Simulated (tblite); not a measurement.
Parent: `[CH3:1][O:2][C:3]1=[CH:4][O:5][SiH2:6][SiH2:7]1` with C1–O2–C3–C4 0°, C3H8O2Si2.

Structures optimised with GFN2-xTB, isolated species. One conformer each, not checked by frequencies here.

```tsv
coordinate of the parent	value
C1–O2	1.406 Å
O2–C3	1.368 Å
C3=C4	1.335 Å
C4–O5	1.363 Å
O5–Si6	1.651 Å
Si6–Si7	2.310 Å
C3–Si7	1.895 Å
C1–O2–C3	117.8°
O2–C3–C4	126.3°
O2–C3–Si7	118.0°
C4–C3–Si7	115.7°
C3–C4–O5	121.7°
C4–O5–Si6	121.0°
O5–Si6–Si7	93.8°
C3–Si7–Si6	87.8°
```

Task: How does the shared frame change in `[CH3:1][CH2:2][C:3]1=[C:4]([O:5][CH3:6])[SiH2:7][SiH2:8][O:9]1` with C1–C2–C3–C4 -98°, C3–C4–O5–C6 -163°, C5H12O2Si2? Atoms pair as C1 = C6, O2 = O5, C3 = C4, C4 = C3, O5 = O9, Si6 = Si8, Si7 = Si7 (parent first).

Result: 
```tsv
parent	relative	value in the relative	change
C1–O2	C6–O5	1.401 Å	-0.005
O2–C3	O5–C4	1.383 Å	+0.015
C3=C4	C4=C3	1.346 Å	+0.011
C4–O5	C3–O9	1.362 Å	-0.001
O5–Si6	O9–Si8	1.647 Å	-0.004
Si6–Si7	Si8–Si7	2.297 Å	-0.013
C3–Si7	C4–Si7	1.892 Å	-0.003
C1–O2–C3	C6–O5–C4	115.7°	-2.1
O2–C3–C4	O5–C4–C3	117.8°	-8.5
O2–C3–Si7	O5–C4–Si7	127.0°	+9.0
C4–C3–Si7	C3–C4–Si7	115.2°	-0.5
C3–C4–O5	C4–C3–O9	121.2°	-0.5
C4–O5–Si6	C3–O9–Si8	121.8°	+0.8
O5–Si6–Si7	O9–Si8–Si7	93.5°	-0.3
C3–Si7–Si6	C4–Si7–Si8	88.4°	+0.6
```

Of the parent's bonds, O2–C3 changes most (+0.015 Å). Bonds of the relative outside the shared frame: C1–C2 1.530, C2–C3 1.500 Å. Point group Cs → C1.

Task: How does the shared frame change in `[CH2:1]=[C:2]([CH3:3])[Si@H:4]1[SiH2:5][O:6][CH:7]=[C:8]1[O:9][CH3:10]` with C1–C2–Si4–Si5 124°, C7–C8–O9–C10 0°, C6H12O2Si2? Atoms pair as C1 = C10, O2 = O9, C3 = C8, C4 = C7, O5 = O6, Si6 = Si5, Si7 = Si4 (parent first).

Result: 
```
    parent    relative  value in the relative  change
     C1–O2      C10–O9                1.406 Å   0.000
     O2–C3       O9–C8                1.369 Å  +0.001
     C3=C4       C8=C7                1.335 Å   0.000
     C4–O5       C7–O6                1.363 Å   0.000
    O5–Si6      O6–Si5                1.649 Å  -0.002
   Si6–Si7     Si5–Si4                2.314 Å  +0.004
    C3–Si7      C8–Si4                1.902 Å  +0.007
  C1–O2–C3   C10–O9–C8                 117.8°     0.0
  O2–C3–C4    O9–C8–C7                 126.2°    -0.1
 O2–C3–Si7   O9–C8–Si4                 118.4°    +0.4
 C4–C3–Si7   C7–C8–Si4                 115.4°    -0.3
  C3–C4–O5    C8–C7–O6                 121.8°    +0.1
 C4–O5–Si6   C7–O6–Si5                 121.4°    +0.4
O5–Si6–Si7  O6–Si5–Si4                  93.5°    -0.3
C3–Si7–Si6  C8–Si4–Si5                  87.8°     0.0
```

Of the parent's bonds, C3–Si7 changes most (+0.007 Å). Bonds of the relative outside the shared frame: C1=C2 1.325, C2–C3 1.499, C2–Si4 1.891 Å. Point group Cs → C1.

The numbers are calculated, not measured.
